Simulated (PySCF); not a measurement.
Saddle point of Si$_{2}$H$_{4}$OF$_{2}$, singlet (SiH₄O ([OH][SiH3]) + SiF₂ → Si₂H₄OF₂ ([F][SiH]([F])[O][SiH3]); bonds formed: Si1–H4; dative contacts that become bonds: Si1–O5; bonds broken: H4–O5), PBE0-D4/def2-TZVP structure:

```csv
atom,x (Å),y (Å),z (Å)
Si1,-1.4463,-1.1812,0.0276
F2,-0.4263,-2.0580,0.8973
F3,-1.4664,-1.9324,-1.3799
H4,-1.5655,0.4434,0.2608
O5,-0.4710,0.2996,-0.3093
Si6,1.0399,0.9673,0.0542
H7,1.0377,2.3552,-0.4593
H8,1.2260,0.9604,1.5237
H9,2.0718,0.1459,-0.6154
```

Energies are electronic, without zero-point energy. Barriers and step energies count from the start structure reached by relaxing down the imaginary mode; all methods use the PBE0-D4 structures, on which another method's saddle can fall below an end. PySCF 2.14 with density fitting (its default auxiliary sets; JK sets also for MP2 and CCSD(T)); basis: def2-TZVPP, with def2-QZVPP for the basis limit; cores frozen in the correlated methods. B3LYP uses VWN-RPA correlation. Extrapolation: Hartree–Fock as exp(−7.88 √X), correlation as X^−2.97.

```csv
method,barrier (eV),step energy (eV)
SPW92,?,-2.271
PBE-D4,0.929,-2.250
r2SCAN-D4,0.929,-2.628
PBE0-D4,1.082,-2.487
B3LYP-D4,1.157,-2.455
BHLYP-D4,1.350,-2.696
wB97M-V,?,-2.384
HF,1.683,-2.992
MP2,?,-2.711
CCSD,1.303,-2.650
CCSD(T),1.198,-2.594
```

Task: Fill in the withheld barriers. (Judge from chemistry; the value comes from the calculation.)

Result: By the calculation: MP2 1.113; wB97M-V 1.274; SPW92 0.794 eV. Each is the energy of the saddle less that of the start structure, by the same method.

For comparison, the barrier by CCSD(T) at an estimated basis limit (MP2 extrapolated from triple and quadruple zeta, plus CCSD(T) − MP2 in triple zeta) is 1.184 eV.

No T1 diagnostic of these runs exceeds 0.015. The restricted Hartree–Fock reference is unstable towards an unrestricted one at one or more of these structures.

Losses and insertions of silylenes and their heavier kin drive the gas-phase chemistry of silicon and germanium vapour deposition.

Labels in which every atom is bracketed show which atoms are joined, not bond orders.

For scale, one of the runs: CCSD(T)/def2-TZVPP, 233 basis functions, launched by `OMP_NUM_THREADS=4 python run.py`. Time: 29 min of wall clock on 4 CPU threads of an Intel Xeon; the host was shared. Peak host memory: 4.8 GiB.
